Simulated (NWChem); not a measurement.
# CaO; SMILES [O]=[Ca]

```xyz
2

Ca     0.0000     0.0000    -0.6226
O      0.0000     0.0000     1.4135
```
Atoms are numbered in this order, from 1.

All runs use the structure optimised with B3LYP/6-31G* (spherical d).

**Question.** List the 6 lowest vertical singlet excitations from Hartree-Fock/def2-SVPD, CIS (NWChem).

**Answer.** 
```
state  energy (eV)  oscillator strength  leading excitation (squared amplitude)
-----  -----------  -------------------  --------------------------------------
S1            1.58                0.006                      HOMO → LUMO (0.77)
S2            1.58                0.006                    HOMO−1 → LUMO (0.77)
S3            2.35                0.070                    HOMO−2 → LUMO (0.78)
S4            3.71                0.000                  HOMO−1 → LUMO+2 (0.30)
S5            3.71                0.000                  HOMO−1 → LUMO+1 (0.30)
S6            3.73                0.000                  HOMO−1 → LUMO+1 (0.42)
```
